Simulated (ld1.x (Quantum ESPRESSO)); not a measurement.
**Ta, TM: configuration errors across variants**

ld1.x (Quantum ESPRESSO) 7.5 input, shortened:

```
&input
   title='Ta', zed=73., rel=1, dft='PZ', iswitch=3,
   config='[Xe] 4f14 5d3 6s1.5 6p0.5'
 /
 &inputp
   pseudotype=2, tm=.true., lloc=2,
   nlcc=.false.
 /
3
6S  1  0   1.50   0.00  2.80  2.80  0.0
6P  2  1   0.50   0.00  3.05  3.05  0.0
5D  3  2   3.00   0.00  2.05  2.05  0.0
 &test
   configts(1)='5d3 6s1.5 6p0.5'
 /
```

All-electron excitation energies from the reference (eV): (1) 5d3 6s2 6p0 -2.097; (2) 5d3 6s1 6p0 6.605; (3) 5d3 6s0 6p0 21.914; (4) 5d3 6s1 6p1 2.163; (5) 5d3.5 6s1.5 6p0 -1.112; (6) 5d4 6s1 6p0 -0.004; (7) 5d3 6s2 6p0 spin -3.144.

Spin tests fill each open shell by Hund’s rule, majority spin first.

Tests that are not counted but printed errors over 1 eV. “base”: 5d2 6s2 6p1 (solver errors, printed error -2.4 eV); 5d3 6s1.5 6p0.5 (spin-polarised) (solver errors, printed error +1.0 eV). “all radii scaled by about 0.91 (s 2.56, p 2.78, d 1.88 bohr)”: 5d2 6s2 6p1 (solver errors, printed error -2.4 eV). “wave 5d (bound): rc 2.05 bohr becomes 5d (bound): rc 2.52 bohr”: 5d3 6s1 6p1 (solver errors, printed error -2.2 eV); 5d2 6s2 6p1 (solver errors, printed error -2.4 eV). “core correction a·sin(br)/r model core inside 0.98 bohr”: 5d2 6s2 6p1 (solver errors, printed error -2.4 eV).

1 further variants failed, have other tests or too few solved ones, and are left out.

A true bound ghost makes a file unfit for plane-wave use even where its test errors are small: the radial tests pick states by their node count and pass the ghost by. Where a test does run into it, the solver fails or the error is huge.

Errors AE − PS in meV (a dash: test not solved or not reliable):

| change | (1) | (2) | (3) | (4) | (5) | (6) | (7) | bound ghosts |
| --- | --- | --- | --- | --- | --- | --- | --- | --- |
| base | +1.6 | +2.3 | +50 | +0.2 | -4.7 | -14 | +1313 | s, p |
| all radii scaled by about 0.91 (s 2.56, p 2.78, d 1.88 bohr) | +1.8 | +2.3 | +49 | +0.3 | -3.9 | -12 | +1314 | s, p |
| wave 5d (bound): rc 2.05 bohr becomes 5d (bound): rc 2.52 bohr | +1.6 | +2.3 | +49 | – | -4.6 | -12 | +1310 | s, p |
| type RRKJ; local potential the s channel | +1.3 | +2.1 | +43 | +0.3 | -7.3 | -21 | +1316 | none |
| local potential the p channel | +1.4 | +1.3 | +24 | +0.3 | -9.3 | -30 | +1327 | none |
| core correction a·sin(br)/r model core inside 0.98 bohr | 0.0 | -6.1 | -31 | -1.6 | -14 | -46 | -10 | s, p |

(1) Give the same row for: wave 6s (bound): rc 2.80 bohr becomes 6s (bound): rc 3.06 bohr.

## Answers

(1) +1.5, +2.3, +48, 0.0, -4.6, -12, +1309; bound ghosts: s, p. Not counted: 5d2 6s2 6p1 (solver errors, printed error -2.4 eV).
